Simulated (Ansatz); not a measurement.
Cs₂I₂⁺, relaxed as a doublet with UKS B3LYP-D4/def2-SVP in Ansatz, starting from the B3LYP-D4/def2-SVP geometry of the neutral singlet. Force threshold 0.02 eV/Å.

In the def2 sets Cs, I take a core potential; there is no spin–orbit coupling. The structure comes from a short search, and lower isomers may exist.

Start:

```tsv
atom	x (Å)	y (Å)	z (Å)
Cs1	1.319	0.872	1.970
Cs2	-1.318	-0.872	-1.969
I3	1.092	-2.358	0.313
I4	-1.092	2.358	-0.313
```

```csv
step,energy (eV),largest force component (eV/Å),SCF passes
1,-17303.1188,0.498,115
2,-17303.2602,0.277,60
3,-17303.4078,0.268,87
4,-17303.6028,0.356,39
5,-17303.7841,0.432,34
6,-17303.9098,0.428,34
7,-17304.0631,0.177,31
8 (rejected),-17304.0348,0.475,28
9,-17304.0786,0.046,30
10,-17304.0794,0.011,32
```

Force components are those of the run's own axes.

End:

```xyz
4

Cs    1.7879    1.1824    2.6701
Cs   -1.7875   -1.1823   -2.6705
I     0.6979   -1.5075    0.2002
I    -0.6983    1.5073   -0.1999
```

By distances, no bond broke or formed, bridged metal pairs apart. The bond that changes most is Cs2–I3, from 3.64 to 3.81 Å (atoms count from 1). Metal–metal contacts that move far: Cs1–Cs2 5.05 to 6.85 Å.

No frequencies were taken in this run, so the end may be a saddle point.

Run time 54 s (4 threads of Arm Neoverse V2 on a shared host).
